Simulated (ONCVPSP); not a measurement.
## Ru (Z = 44), ONCV: configuration errors across variants

Ru, optimised norm-conserving Vanderbilt (ONCV), made with ONCVPSP 4.0.1 (PBE, scalar-relativistic). Core [Ar] 3d10 4s2, reference 4p6 4d7.5 5s0.5. Waves: 5s: rc 2.30 bohr, ncon 4, nbas 8, qcut 2.5 1/bohr, 2 projectors, debl 2 Ha; 4p: rc 1.25 bohr, ncon 3, nbas 6, qcut 6.3 1/bohr, 2 projectors, debl 1.7 Ha; 4d: rc 1.85 bohr, ncon 4, nbas 8, qcut 9.4 1/bohr, 2 projectors, debl 0.7 Ha. Local part: polynomial inside 1.15 bohr (lpopt 5, dvloc0 0 Ha). Core correction: Teter function, fcfact 3.5, rcfact 1.25.

All-electron excitation energies from the reference (eV): (1) 4p6 4d7 5s1 0.317; (2) 4p6 4d7 5s0 7.610; (3) 4p6 4d6 5s0 25.796; (4) 4p6 4d6 5s1 5p1 5.971.

3 further variants failed, have other tests or another functional or relativity, and are left out.

A true bound ghost makes a file unfit for plane-wave use even where its test errors are small: the radial tests pick states by their node count and pass the ghost by.

Errors AE − PS in meV (a dash: test not solved or not reliable):

| change | (1) | (2) | (3) | (4) | bound ghosts | GHOST(+) flags above zero |
| --- | --- | --- | --- | --- | --- | --- |
| base | -4.6 | +0.7 | +14 | -22 | s | none |
| s: qcut 1.6; p: qcut 4.1; d: qcut 6.2 | -2.0 | +0.7 | +13 | -6.1 | s | s |
| all radii but the core radius scaled by about 1.31 (s 3.02, p 1.64, d 2.42 bohr); local potential polynomial inside 1.50 bohr (lpopt 5, dvloc0 0 Ha) | -1.3 | -1.5 | +4.9 | -2.7 | s | none |
| p: qcut 5.6 | -4.5 | +0.7 | +14 | -22 | s | none |
| p: nproj 1 | -4.5 | +0.7 | +14 | +31 | s | none |

Q: Give the same row for: d: rc 2.74.

A: -2.5, +4.1, +17, -6.4; bound ghosts: s; GHOST(+) flags above zero: d.
